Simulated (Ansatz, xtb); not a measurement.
## Isomers of FH5NSi2+ in order of energy

9 gas-phase structures of FH5NSi2+, found in a search over its isomers (lower ones may exist). Each was relaxed with GFN2-xTB; where two conformers were screened, the lower at r2SCAN-D4/def2-SVP is listed:

A. `N[Si@H](F)[SiH2+]`, a singlet
B. `F[SiH2][NH2+][SiH]`, a singlet
C. `N[SiH2][SiH+]F`, a singlet
D. `[NH2+]=[SiH][SiH2]F`, a singlet
E. `F[Si][NH2+][SiH3]`, a singlet
F. `F/[SiH]=[NH+]/[SiH3]`, a singlet
G. `F[Si@@H]1[NH2+][SiH2]1`, a singlet
H. `F[SiH2][NH+]=[SiH2]`, a singlet
I. `[NH2+]=[Si](F)[SiH3]`, a singlet

Problem. Which do you expect lowest at r2SCAN-D4/def2-SVP, and how would the others follow?

Solution. Calculated order at r2SCAN-D4/def2-SVP: H (0.0), F (20.5), I (25.2), G (28.4), E (34.4), D (45.3), B (99.0), C (124.2), A (145.4) kJ/mol. Less than 1 kcal/mol parts I and G, so the order within that pair means little.

Energies above the lowest of each column, in kJ/mol; the last columns are at B3LYP-D3(BJ)/def2-SVP geometries and were run for some of them only (a dash: not run or not comparable):

```tsv
structure	GFN2-xTB	HF/STO-3G	r2SCAN-D4/def2-SVP	B3LYP-D3(BJ)/def2-SVP	CCSD(T)/def2-SVP + ΔMP2/def2-TZVPP
H	0.0	96.3	0.0	0.0	0.0
F	44.7	99.3	20.5	21.5	17.4
I	98.3	94.9	25.2	19.4	24.3
G	147.5	108.1	28.4	36.4	–
E	130.0	0.0	34.4	–	–
D	83.2	128.8	45.3	–	–
B	141.6	106.3	99.0	–	–
C	126.7	213.8	124.2	–	–
A	134.7	246.1	145.4	–	–
```

CCSD(T)/def2-SVP + ΔMP2/def2-TZVPP puts H lowest of those it was run on; HF/STO-3G picks E. Some further structures that were screened fall inside this span and aren't listed. Flexible structures stand in one conformer each, not always the lowest. Frequencies (B3LYP-D3(BJ)/def2-SVP) were run for F, H, I alone. ΔMP2 is the change of the MP2 energy from the smaller to the larger basis.

Over these structures GFN2-xTB departs from r2SCAN-D4/def2-SVP by 35.5 kJ/mol on average once a common shift is removed. A GFN2-xTB relaxation took about 0.24 s and the r2SCAN-D4/def2-SVP energy about 2.4 s on a shared host (Ansatz 0.2.0, xtb 6.7.1).
